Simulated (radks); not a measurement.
Dipole-allowed excitations along the series with 4 electrons in [He] 2s2. Method: non-relativistic Kohn-Sham, LB94 model potential, spin-unpolarised, spherical densities, point nucleus; computed with a radial shooting solver on a logarithmic mesh with Libxc functionals. Time-dependent linear response with the Hartree and adiabatic LDA kernel, continuum included through the Sternheimer equations. Lines are the poles of the dipole polarisability below minus the highest occupied eigenvalue, found on a grid refined at the orbital gaps; the lowest seven at most are given, and weak or close lines can be missed. The first line takes the name of the lowest orbital gap if no other gap lies below it; otherwise a line is named after a gap within 0.6 % of it, if that gap stands alone.

| species | -e(HOMO) (eV) | lowest orbital gap (eV) | first line (eV) | f | strongest line (eV) | its f | static alpha (bohr^3) |
|---|---|---|---|---|---|---|---|
| Cl13+ | 740.50 | 2s-2p 30.214 | 42.386 (2s-2p) | 0.174 | 431.69 (2s-3p) | 0.700 | 0.07580 |
| Ar14+ | 844.42 | 2s-2p 32.259 | 45.218 (2s-2p) | 0.164 | 490.84 (2s-3p) | 0.710 | 0.06236 |
| K15+ | 955.15 | 2s-2p 34.304 | 48.050 (2s-2p) | 0.154 | 553.76 (2s-3p) | 0.719 | 0.05193 |
| Ca16+ | 1072.7 | 2s-2p 36.348 | 50.881 (2s-2p) | 0.146 | 620.47 (2s-3p) | 0.727 | 0.04370 |
| Sc17+ | 1197.0 | 2s-2p 38.392 | 53.711 (2s-2p) | 0.138 | 690.96 (2s-3p) | 0.734 | 0.03712 |
| Ti18+ | 1328.1 | 2s-2p 40.436 | 56.541 (2s-2p) | 0.132 | 765.23 (2s-3p) | 0.740 | 0.03180 |
